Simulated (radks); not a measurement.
Question: Excited configurations of Ce I: one electron is placed in a higher orbital outside [Xe] 4f1 5d2. The ground configuration is [Xe] 4f1 5d1 6s2. All-electron calculation, scalar-relativistic Kohn-Sham, SCAN, spin-polarised, spherical densities, finite nucleus; open shells are filled with parallel spins first (spin-orbit coupling, left out, can overturn this in heavy ions); meta-GGA in the generalised Kohn-Sham scheme; Fermi nuclear charge, rms radius 4.8771 fm. Program: a radial shooting solver on a logarithmic mesh with Libxc functionals. Excitation = E - E(ground); binding = E(ion) - E, where the ion is the core of charge +1; n* = 1/sqrt(2 binding) in atomic units, and the quantum defect is n - n*.

outer orbital  excitation (eV)  binding (eV)     n*  quantum defect  eigenvalue (eV)  <r> (bohr)
5f                       4.644         0.903  3.881           1.119           -0.418       17.32
6s                      -0.348         5.895  1.519           4.481           -3.904       4.297
6p                       2.264         3.283  2.036           3.964           -1.808       5.949
6f                       4.922         0.625  4.667           1.333           -0.354       29.33

Estimate the row for 6d.

Answer: excitation (eV) 4.098; binding (eV) 1.449; n* 3.064; quantum defect 2.936; eigenvalue (eV) -0.699; <r> (bohr) 11.72. The Delta-SCF ionisation energy is 5.547 eV (NIST Atomic Spectra Database: 5.539 eV, measured). Self-interaction in the functional shifts the binding energies and quantum defects, so they are the method's values and not measured ones. Open shells are spherical and high-spin; term and fine-structure splittings are not resolved. Spin-orbit splitting is averaged out at the scalar-relativistic level. A negative excitation energy means that this level of theory puts the configuration below the NIST ground configuration.
